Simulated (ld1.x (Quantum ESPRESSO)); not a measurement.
# copper (Cu) ultrasoft: all-electron and pseudo phase curves

- Element: copper
- Generator: ld1.x (Quantum ESPRESSO) 7.5
- Type: ultrasoft
- Functional: PBE
- Relativity: fully relativistic
- Frozen core: [Ne]
- Valence charge: 19
- Reference configuration: 3s2 3p6 3d10 4s1 4p0
- Partial waves: 3s (bound): rcut 1.10, rcutus 1.45 bohr; 4s (bound): rcut 1.10, rcutus 1.45 bohr; 3p (bound): rcut 1.05, rcutus 1.35 bohr; 4p (bound, empty): rcut 1.05, rcutus 1.35 bohr; 3d (bound): rcut 1.20, rcutus 1.55 bohr; 3d channel at 1.25 Ry: rcut 1.20, rcutus 1.55 bohr
- Local potential: all-electron potential smoothed inside 1.15 bohr (lloc = -2)
- Core correction: Bessel-smoothed model core, default radius (core density twice the valence density)
- Augmentation charge: PSQ, inside the norm-conserving radii

Open shells are filled in proportion to 2j + 1 (rel_dist='average').

The phase is arctan(r·u′/u) with u = r·R(r), unwrapped; energies in Ry, scanned from -10 to 5 Ry. A pole is an energy at which the radial function vanishes at the test radius. The pseudo phase is shifted by a multiple of π to meet the all-electron one at the reference energy, and phase errors are pseudo minus all-electron; the curves can meet again beyond the range given. Levels narrower than the energy grid can be missing from the lists of poles.

```
channel  radius (bohr)  reference energy (Ry)  poles, all-electron  poles, pseudo  unbroken range about the reference energy with phases within 0.05 rad  phase error 1 Ry above the reference energy (rad)
      s           1.69                  -0.34                -8.30          -8.30                                                        the whole range                                             -0.001
   p1/2           1.69                  -0.05                -5.22          -5.22                                                        the whole range                                             -0.000
   p3/2           1.69                  -0.05                -5.02          -5.02                                                        the whole range                                             -0.000
   d3/2           1.69                  -0.38                 0.23           0.23                                                        the whole range                                             +0.000
   d5/2           1.69                  -0.36                 0.27           0.27                                                        the whole range                                             +0.000
```

Phases in the p3/2 channel:

```
E (Ry)  all-electron  pseudo
-10.00         1.368   1.368
 -9.52         1.361   1.361
 -9.04         1.353   1.353
 -8.56         1.344   1.344
 -8.08         1.333   1.333
 -7.60         1.319   1.319
 -7.12         1.300   1.300
 -6.64         1.270   1.270
 -6.16         1.210   1.209
 -5.68         0.970   0.970
 -5.20        -1.379  -1.379
 -4.72        -1.681  -1.681
 -4.24        -1.751  -1.751
 -3.76        -1.789  -1.790
 -3.28        -1.818  -1.819
 -2.80        -1.845  -1.845
 -2.32        -1.872  -1.872
 -1.84        -1.902  -1.902
 -1.36        -1.936  -1.936
 -0.88        -1.978  -1.978
 -0.40        -2.030  -2.030
  0.08        -2.098  -2.098
  0.56        -2.191  -2.191
  1.04        -2.326  -2.326
  1.52        -2.528  -2.529
  2.00        -2.834  -2.836
  2.48        -3.245  -3.248
  2.96        -3.658  -3.663
  3.44        -3.968  -3.973
  3.92        -4.173  -4.178
  4.40        -4.309  -4.313
  4.88        -4.403  -4.407
```
